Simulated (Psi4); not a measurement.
Psi4 input (wB97X-D/6-311+G**):

```
memory 1500 MB

molecule {
0 1
C    -2.40572200    0.19589100   -0.10945000
C    -0.98179800    0.36282500    0.41768300
C     0.04623600   -0.30218200   -0.48837600
S     1.76781600   -0.20198800    0.11709100
H    -2.67828100   -0.85968200   -0.18057400
H    -3.12744400    0.68218400    0.54880000
H    -2.51422100    0.63418100   -1.10428300
H    -0.74342500    1.42639100    0.50893600
H    -0.89720000   -0.05886400    1.42168800
H    -0.00028300    0.10515500   -1.49922200
H    -0.14885100   -1.37378300   -0.56566800
H     1.87235700    1.13703300    0.07772300
symmetry c1
no_reorient
no_com
}

set {
  basis 6-311+G**
  reference rks
  scf_type df
  df_basis_scf def2-universal-jkfit
  dft_radial_points 99
  dft_spherical_points 590
  e_convergence 1e-8
  d_convergence 1e-7
  maxiter 150
}

e = energy('wb97x-d')
print_out(f'\nFINAL {e:.10f} DIPOLE {variable("CURRENT DIPOLE")[0]:.6f} {variable("CURRENT DIPOLE")[1]:.6f} {variable("CURRENT DIPOLE")[2]:.6f}\n')
```

Output:

```
   => Loading Basis Set <=

    Name: 6-311+G**
    Role: ORBITAL
    Keyword: BASIS
    atoms 1-3  entry C          line   129 file 6-311pgss.gbs
    atoms 4    entry S          line   429 file 6-311pgss.gbs
    atoms 5-12 entry H          line    42 file 6-311pgss.gbs

   => WB97X-D: Empirical Dispersion <=

    Chai and Head-Gordon Dispersion Correction
    Chai, J.-D.; Head-Gordon, M. (2010), J. Chem. Phys., 132: 6615-6620

        s6 =       1.000000

         ---------------------------------------------------------
                                   SCF
               by Justin Turney, Rob Parrish, Andy Simmonett
                          and Daniel G. A. Smith
                              RKS Reference
         ---------------------------------------------------------

  ==> Geometry <==

    Molecular point group: c1
    Full point group: C1

    Geometry (in Angstrom), charge = 0, multiplicity = 1:

       Center              X                  Y                   Z               Mass
    ------------   -----------------  -----------------  -----------------  -----------------
         C           -2.405722000000     0.195891000000    -0.109450000000    12.000000000000
         C           -0.981798000000     0.362825000000     0.417683000000    12.000000000000
         C            0.046236000000    -0.302182000000    -0.488376000000    12.000000000000
         S            1.767816000000    -0.201988000000     0.117091000000    31.972071174400
         H           -2.678281000000    -0.859682000000    -0.180574000000     1.007825032230
         H           -3.127444000000     0.682184000000     0.548800000000     1.007825032230
         H           -2.514221000000     0.634181000000    -1.104283000000     1.007825032230
         H           -0.743425000000     1.426391000000     0.508936000000     1.007825032230
         H           -0.897200000000    -0.058864000000     1.421688000000     1.007825032230
         H           -0.000283000000     0.105155000000    -1.499222000000     1.007825032230
         H           -0.148851000000    -1.373783000000    -0.565668000000     1.007825032230
         H            1.872357000000     1.137033000000     0.077723000000     1.007825032230

  Running in c1 symmetry.

  Rotational constants: A =      0.80654  B =      0.07743  C =      0.07436 [cm^-1]
  Rotational constants: A =  24179.33464  B =   2321.14896  C =   2229.23757 [MHz]
  Nuclear repulsion =  162.577605941470949

  Charge       = 0
  Multiplicity = 1
  Electrons    = 42
  Nalpha       = 21
  Nbeta        = 21

  ==> Algorithm <==

  SCF Algorithm Type is DF.
  DIIS enabled.
  MOM disabled.
  Fractional occupation disabled.
  Guess Type is SAD.
  Energy threshold   = 1.00e-08
  Density threshold  = 1.00e-07
  Integral threshold = 1.00e-12

  ==> Primary Basis <==

  Basis Set: 6-311+G**
    Blend: 6-311+G**
    Number of shells: 76
    Number of basis functions: 144
    Number of Cartesian functions: 148
    Spherical Harmonics?: true
    Max angular momentum: 2

  ==> DFT Potential <==

   => LibXC <=

    Version 7.1.2
    S. Lehtola, C. Steigemann, M. J. T. Oliveira, and M. A. L. Marques,  SoftwareX 7, 1–5 (2018) (10.1016/j.softx.2017.11.002)

   => Composite Functional: WB97X-D <=

    wB97X-D Hyb-GGA Exchange-Correlation Functional

    J.-D. Chai and M. Head-Gordon,  Phys. Chem. Chem. Phys. 10, 6615–6620 (2008) (10.1039/B810189B)

    Deriv               =              1
    GGA                 =           TRUE
    Meta                =          FALSE

    Exchange Hybrid     =           TRUE
    MP2 Hybrid          =          FALSE

   => Exchange-Correlation Functionals <=

    1.0000   wB97X-D range-separated functional

   => Exact (HF) Exchange <=

    0.7780            HF,LR [omega = 0.2000]
    0.2220               HF

   => LibXC Density Thresholds  <==

    XC_HYB_GGA_XC_WB97X_D:  1.00E-14

   => Molecular Quadrature <=

    Radial Scheme          =       TREUTLER
    Pruning Scheme         =           NONE
    Nuclear Scheme         =       TREUTLER

    Blocking Scheme        =         OCTREE
    BS radius alpha        =              1
    Pruning alpha          =              1
    Radial Points          =             99
    Spherical Points       =            590
    Total Points           =         661559
    Total Blocks           =           4614
    Max Points             =            256
    Max Functions          =            137
    Weights Tolerance      =       1.00E-15

   => Loading Basis Set <=

    Name: DEF2-UNIVERSAL-JKFIT
    Role: JKFIT
    Keyword: DF_BASIS_SCF
    atoms 1-3  entry C          line   198 file def2-universal-jkfit.gbs
    atoms 4    entry S          line   903 file def2-universal-jkfit.gbs
    atoms 5-12 entry H          line    18 file def2-universal-jkfit.gbs

  ==> Integral Setup <==

  SCF_SUBTYPE=INCORE selected. In-core MEM_DF algorithm will be used.
  Using in-core AOs.

  ==> MemDFJK: Density-Fitted J/K Matrices <==

    J tasked:                   Yes
    K tasked:                   Yes
    wK tasked:                  Yes
    Omega:                2.000E-01
    Algorithm:                 Core
    Schwarz Cutoff:           1E-12
    Mask sparsity (%):       3.8002
    Fitting Condition:        1E-10

   => Auxiliary Basis Set <=

  Basis Set: DEF2-UNIVERSAL-JKFIT
    Blend: DEF2-UNIVERSAL-JKFIT
    Number of shells: 161
    Number of basis functions: 497
    Number of Cartesian functions: 582
    Spherical Harmonics?: true
    Max angular momentum: 4

  Cached 33.3% of DFT collocation blocks in 0.723 [GiB].

  Minimum eigenvalue in the overlap matrix is 5.2370302157E-05.
  Reciprocal condition number of the overlap matrix is 5.0209796816E-06.
    Using symmetric orthogonalization.

  ==> Pre-Iterations <==

  SCF Guess: Superposition of Atomic Densities via on-the-fly atomic UHF (no occupation information).

   -------------------------
    Irrep   Nso     Nmo
   -------------------------
     A        144     144
   -------------------------
    Total     144     144
   -------------------------

  ==> Iterations <==

                           Total Energy        Delta E     RMS |[F,P]|

   @DF-RKS iter SAD:  -516.81461186764295   -5.16815e+02   0.00000e+00
   @DF-RKS iter   1:  -517.04641734382426   -2.31805e-01   5.39569e-03 ADIIS/DIIS
   @DF-RKS iter   2:  -517.14459372554325   -9.81764e-02   4.28213e-03 ADIIS/DIIS
   @DF-RKS iter   3:  -517.33093928492133   -1.86346e-01   4.79506e-04 ADIIS/DIIS
   @DF-RKS iter   4:  -517.33301679699616   -2.07751e-03   1.51567e-04 ADIIS/DIIS
   @DF-RKS iter   5:  -517.33326485126520   -2.48054e-04   3.88910e-05 DIIS
   @DF-RKS iter   6:  -517.33328190645057   -1.70552e-05   1.05343e-05 DIIS
   @DF-RKS iter   7:  -517.33328322869409   -1.32224e-06   2.27659e-06 DIIS
   @DF-RKS iter   8:  -517.33328331479527   -8.61012e-08   5.58092e-07 DIIS
   @DF-RKS iter   9:  -517.33328332151189   -6.71662e-09   1.88486e-07 DIIS
   @DF-RKS iter  10:  -517.33328332201972   -5.07839e-10   4.93074e-08 DIIS
  Energy and wave function converged.

  ==> Post-Iterations <==

   Electrons on quadrature grid:
      Ntotal   =   42.0000064026 ; deviation = 6.403e-06

    Orbital Energies [Eh]
    ---------------------

    Doubly Occupied:

       1A    -89.008116     2A    -10.316401     3A    -10.288946
       4A    -10.278538     5A     -8.049529     6A     -5.998726
       7A     -5.995050     8A     -5.988455     9A     -0.915529
      10A     -0.843426    11A     -0.749245    12A     -0.690159
      13A     -0.572611    14A     -0.529914    15A     -0.502196
      16A     -0.493530    17A     -0.459260    18A     -0.436767
      19A     -0.424440    20A     -0.401046    21A     -0.318241

    Virtual:

      22A      0.059703    23A      0.073854    24A      0.083706
      25A      0.088510    26A      0.092073    27A      0.110817
      28A      0.116935    29A      0.120488    30A      0.129861
      31A      0.130102    32A      0.147649    33A      0.152341
      34A      0.156361    35A      0.170413    36A      0.185344
      37A      0.203651    38A      0.213528    39A      0.232724
      40A      0.239252    41A      0.243402    42A      0.259143
      43A      0.271436    44A      0.282286    45A      0.309343
      46A      0.326489    47A      0.334726    48A      0.345624
      49A      0.382520    50A      0.399878    51A      0.420372
      52A      0.464871    53A      0.470275    54A      0.491889
      55A      0.500707    56A      0.520832    57A      0.545910
      58A      0.566112    59A      0.641257    60A      0.653377
      61A      0.683399    62A      0.698900    63A      0.708890
      64A      0.722235    65A      0.729103    66A      0.753117
      67A      0.791781    68A      0.800538    69A      0.812218
      70A      0.839161    71A      0.886101    72A      0.913450
      73A      0.940423    74A      1.031950    75A      1.038457
      76A      1.049679    77A      1.080843    78A      1.131405
      79A      1.146596    80A      1.318625    81A      1.332840
      82A      1.341858    83A      1.533105    84A      1.536650
      85A      1.551656    86A      1.556893    87A      1.611069
      88A      1.625588    89A      1.648993    90A      1.656575
      91A      1.662242    92A      1.687581    93A      1.703488
      94A      1.781324    95A      1.784604    96A      1.792238
      97A      1.811435    98A      1.825271    99A      1.845722
     100A      1.902444   101A      2.000707   102A      2.019562
     103A      2.055316   104A      2.123932   105A      2.169477
     106A      2.204453   107A      2.229450   108A      2.256612
     109A      2.280666   110A      2.379962   111A      2.421088
     112A      2.433100   113A      2.541514   114A      2.574498
     115A      2.591078   116A      2.602888   117A      2.623084
     118A      2.664308   119A      2.696186   120A      2.707366
     121A      2.746661   122A      2.750199   123A      2.791645
     124A      2.818866   125A      2.850109   126A      2.930683
     127A      2.952161   128A      3.133859   129A      3.287014
     130A      3.451268   131A      3.831091   132A      3.905187
     133A      3.913967   134A      3.921312   135A      4.212772
     136A      4.358030   137A      7.991394   138A     17.463936
     139A     17.502970   140A     17.569676   141A     23.960404
     142A     24.010058   143A     24.100253   144A    189.230951

    Final Occupation by Irrep:
              A
    DOCC [    21 ]
    NA   [    21 ]
    NB   [    21 ]

  @DF-RKS Final Energy:  -517.33328332201972

   => Energetics <=

    Nuclear Repulsion Energy =            162.5776059414709493
    One-Electron Energy =               -1031.6342628060733659
    Two-Electron Energy =                 383.4931459076008764
    DFT Exchange-Correlation Energy =     -31.7648549345362241
    Empirical Dispersion Energy =          -0.0049174304818849
    VV10 Nonlocal Energy =                  0.0000000000000000
    Total Energy =                       -517.3332833220197244

Computation Completed

Properties will be evaluated at   0.000000,   0.000000,   0.000000 [a0]

Properties computed using the SCF density matrix

 Multipole Moments:

 ------------------------------------------------------------------------------------
     Multipole            Electronic (a.u.)      Nuclear  (a.u.)        Total (a.u.)
 ------------------------------------------------------------------------------------

 L = 1.  Multiply by 2.5417464519 to convert [e a0] to [Debye]
 Dipole X            :         -0.6388427            0.0000076           -0.6388351
 Dipole Y            :          0.3209591            0.0000208            0.3209798
 Dipole Z            :         -0.1719463           -0.0000038           -0.1719501
 Magnitude           :                                                    0.7353266

 ------------------------------------------------------------------------------------

FINAL -517.3332833220 DIPOLE -0.638835 0.320980 -0.171950

*** Psi4 exiting successfully. Buy a developer a beer!
```

The geometry given is a B3LYP-D3(BJ)/def2-TZVP minimum.
